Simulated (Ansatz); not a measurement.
Reactions of C2H8MgOSi, SMILES `C[CH2][Mg][O][SiH3]`.

Gas-phase electronic energies from Ansatz, PBE0-D4/def2-TZVP geometries. CCSD(T)/CBS adds triple-zeta CCSD(T) − MP2 to the extrapolated MP2 energy (def2 sets, frozen cores). This one scheme is used for every species. Functionals use def2-TZVPP. For Mg, Sc outer-core shells are correlated without core-valence functions, which leaves a few kJ/mol of doubt a bond. Scalar relativity is left out up to krypton. Each species was taken in one conformer, which may not be the lowest.

```json
{"reaction": "`C[CH2][Mg][O][SiH3]` + `O[SiH3]` → `[SiH3][O][Mg][O][SiH3]` + `CC`", "ωB97X-V (kcal/mol)": "-44.0"}
{"reaction": "`C[CH2][Mg][O][SiH3]` + `NC(F)S` → `CSC(N)F` + `[CH3][Mg][O][SiH3]`", "ωB97X-V (kcal/mol)": "-8.6"}
{"reaction": "`C[CH2][Mg][O][SiH3]` + H–F → `[F][Mg][O][SiH3]` + `CC`", "ωB97X-V (kcal/mol)": "-50.6"}
{"reaction": "`C[CH2][Mg][O][SiH3]` + H₂ → `[CH3][Mg][O][SiH3]` + CH₄", "ωB97X-V (kcal/mol)": "-22.3"}
{"reaction": "`C[CH2][Mg][O][SiH3]` → `C[CH2][Mg][OH]` + `[SiH2]`", "ωB97X-V (kcal/mol)": "87.6"}
{"reaction": "`C[CH2][Mg][O][SiH3]` + `[F][AlH][F]` → `C[CH2][Al]([F])[F]` + `[MgH][O][SiH3]`", "ωB97X-V (kcal/mol)": "-7.1"}
{"reaction": "`C[CH2][Mg][O][SiH3]` + `[OH][Sc]([OH])[F]` → `[OH][Sc]([F])[O][SiH3]` + `C[CH2][Mg][OH]`", "ωB97X-V (kcal/mol)": "2.8"}
{"reaction": "`C[CH2][Mg][O][SiH3]` + `[SiH3]N[SiH3]` → `[SiH3][O][Mg][N]([SiH3])[SiH3]` + `CC`", "ωB97X-V (kcal/mol)": "-29.1"}
{"reaction": "`C[CH2][Mg][O][SiH3]` + `O[SiH2]N[SiH3]` → `CO[SiH2]N[SiH3]` + `[CH3][Mg][O][SiH3]`", "ωB97X-V (kcal/mol)": "6.8"}
{"reaction": "`C[CH2][Mg][O][SiH3]` + CH₃OH → `C[CH2][Mg][O]C` + `O[SiH3]`", "ωB97X-V (kcal/mol)": "9.1"}
```

(1) Give the CCSD(T)/CBS values in the same order. (Estimate.)

Largest T1 diagnostic: 0.016, for `[OH][Sc]([OH])[F]`.

Answers

(1) Ansatz gave: -44.7, -8.4, -48.0, -22.0, 86.3, -4.4, 3.0, -30.7, 8.4, 10.0 kcal/mol.
